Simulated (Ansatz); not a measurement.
```xyz
12

C     0.792    0.049   -1.571
S     0.992   -0.694    0.076
Si    0.374    1.022    1.313
S    -1.693    1.045    1.098
Al   -1.386   -1.157    0.517
H    -0.122    0.640   -1.615
H     0.730   -0.769   -2.287
H     1.660    0.669   -1.787
H     1.078    2.215    0.777
H     0.903    0.673    2.653
H    -1.972   -1.525   -0.911
H    -1.355   -2.168    1.737
```

Charge 0, multiplicity 1. The bonds changed during the relaxation, so this is another structure than the one it started from.

List the PBE0/def2-TZVPP orbital energies in eV (Ansatz 0.2.0). (Best estimate.)

Computed: Occupied: -2423.51, -2421.79, -1803.95, -1527.64, -279.75, -218.85, -217.17, -162.67, -162.58, -162.53, -160.97, -160.91, -160.85, -146.17, -113.47, -100.88, -100.81, -100.79, -73.54, -73.45, -73.37, -22.94, -20.01, -18.73, -14.81, -13.25, -12.94, -12.08, -10.93, -10.41, -10.26, -9.75, -8.45, -8.28, -8.10, -7.21. Lowest empty: -0.65, -0.43, -0.20, 0.41, 0.96, 1.23, 1.71, 1.87.
